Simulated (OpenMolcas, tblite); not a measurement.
A ladder of methods for C2H3F2Si (SMILES [H]/[C]=C\[SiH](F)F)

The species is C2H3F2Si (8 atoms), meant as a doublet with charge 0. As SMILES, `[H]/[C]=C\[SiH](F)F`. The shape is that of a PBE0-D4/def2-TZVP optimisation. This is one conformer, not always the lowest.

| atom | x (Å) | y (Å) | z (Å) |
| --- | --- | --- | --- |
| C | 0.8552 | 0.4751 | 1.4944 |
| C | 0.9487 | 0.1198 | 0.2419 |
| Si | -0.6024 | -0.2407 | -0.6919 |
| F | -0.5720 | -1.7230 | -1.2603 |
| F | -0.7199 | 0.7134 | -1.9556 |
| H | 0.0637 | 0.6358 | 2.2151 |
| H | 1.9215 | 0.0369 | -0.2459 |
| H | -1.8026 | -0.0742 | 0.1464 |

Quantity: the dipole moment, in D. The values are calculated.

```
           level            kind     program  value (D)
        GFN1-xTB  semi-empirical      tblite       1.28
     UHF/cc-pVDZ    Hartree–Fock  OpenMolcas       2.26
  USVWN5/cc-pVDZ             LDA  OpenMolcas       1.49
U-revPBE/cc-pVDZ             GGA  OpenMolcas       1.48
  UM06-L/cc-pVDZ        meta-GGA  OpenMolcas       1.70
   UPBE0/cc-pVDZ   global hybrid  OpenMolcas       1.78
```

The values span 1.28 to 2.26 D. Spin contamination of the reference (⟨S²⟩ at least 0.1 too high) touches UHF/cc-pVDZ. Magnitudes only.
